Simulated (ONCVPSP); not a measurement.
# ruthenium, ONCV: configuration errors across variants

| Item | Value |
| --- | --- |
| Element | ruthenium (Ru) |
| Generator | ONCVPSP 4.0.1 |
| Type | optimised norm-conserving Vanderbilt (ONCV) |
| Functional | LDA (Perdew-Wang 92) |
| Relativity | scalar-relativistic |
| Frozen core | [Ar] 3d10 |
| Valence charge | 16 |
| Reference configuration | 4s2 4p6 4d7 5s1 |
| Partial waves | 4s+5s: rc 1.75 bohr, ncon 3, nbas 7, qcut 7.1 1/bohr, 2 projectors; 4p: rc 1.20 bohr, ncon 4, nbas 8, qcut 6.7 1/bohr, 3 projectors, debl 3.2 Ha; 4d: rc 2.35 bohr, ncon 4, nbas 9, qcut 5.6 1/bohr, 1 projector |
| Local potential | polynomial inside 0.90 bohr (lpopt 5, dvloc0 2 Ha) |
| Core correction | Teter function, fcfact 3, rcfact 1.35 |

All-electron excitation energies from the reference (eV): (1) 4s2 4p6 4d7 5s0 7.606; (2) 4s2 4p6 4d6 5s0 26.043; (3) 4s2 4p6 4d5 5s0 56.894; (4) 4s2 4p6 4d7.5 5s0.5 -0.284.

1 further variants failed, have other tests or too few solved ones, and are left out.

Errors AE − PS in meV (a dash: test not solved or not reliable):

```tsv
change	(1)	(2)	(3)	(4)	bound ghosts	GHOST(+) flags above zero
base	+0.8	-11	+47	+1.7	none	s, d
d: ncon 3, nbas 8	+1.2	-13	+62	+3.1	none	s, d
local potential polynomial inside 1.10 bohr (lpopt 3, dvloc0 0 Ha)	+0.8	-11	+46	+1.6	none	p
core correction Teter function, fcfact 3.3, rcfact 1.35	+0.8	-11	+46	+1.7	none	s, d
s: qcut 6.3; p: qcut 5.9; d: qcut 4.9	+1.8	-14	+79	+3.4	none	s, p, d
local potential polynomial inside 0.90 bohr (lpopt 5, dvloc0 1 Ha)	+0.8	-11	+47	+1.7	none	s, d
s: nbas 6	+0.9	-11	+46	+1.7	none	s, d
s: nproj 4	+0.8	-11	+47	+1.7	none	s, d
```

(1) Give the same row for: p: qcut 10.3.

## Answers

(1) +0.9, -11, +46, +1.7; bound ghosts: none; GHOST(+) flags above zero: s, p, d.
